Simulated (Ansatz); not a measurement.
Input for Ansatz (a program for electronic structure): U-PBE/def2-TZVPP on B2-, 2S+1 = 2, a spin state set in the input, which need not be the lowest, a point of a bond scan (R = 1.629 Å). Charge -1.

Ansatz 0.2 input:
```yaml
crystal:
  periodic: [false, false, false]
  atoms:
    - {symbol: B, position_ang: [0.00000000, 0.00000000, 0.00000000]}
    - {symbol: B, position_ang: [0.00000000, 0.00000000, 1.62892700]}
basis:
  gaussian:
    orbitals: def2-TZVPP
    pivot_positions_ang: [[0.00000000, 0.00000000, 0.00000000], [0.00000000, 0.00000000, 1.62892700]]
hamiltonian:
  xc: {name: PBE}
total_charge: -1
magnetization: {spin_polarized: true, initial_magnetization: 1}
output: {forces: true, orbitals: {seedname: ./end}}
```

Q: What total energy does the run end on?

A: -49.4088 hartree. Its determinant has ⟨S²⟩ = 1.74, a mixture of spin states.

Q: How many basis functions does it have, and what does it roughly cost on one machine?

A: 62 functions; about 11 core-seconds (a rough figure).
